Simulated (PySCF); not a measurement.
CH₃FO₃Si, SMILES O=CO[Si@@H](O)F.

Coordinates come from a ωB97X-D3(BJ)/def2-SVP optimisation. The structure was generated by enumeration; whether it is a known compound was not checked. Other conformers were not sampled.

The numbers are results of SMD-B3LYP/6-31G* (PySCF), not measurements.

Solvation free energies are E(SMD) − E(gas) at the gas-phase geometry, for 1 M in both phases. In vacuum the dipole moment is 1.80 D.

```tsv
solvent	ΔG(solv) (kcal/mol)	its non-electrostatic (CDS) part	dipole (D)
water	-3.1	4.8	2.32
ethylethanoate	-3.6	-0.7	2.13
chlorobenzene	-2.9	0.0	2.13
```
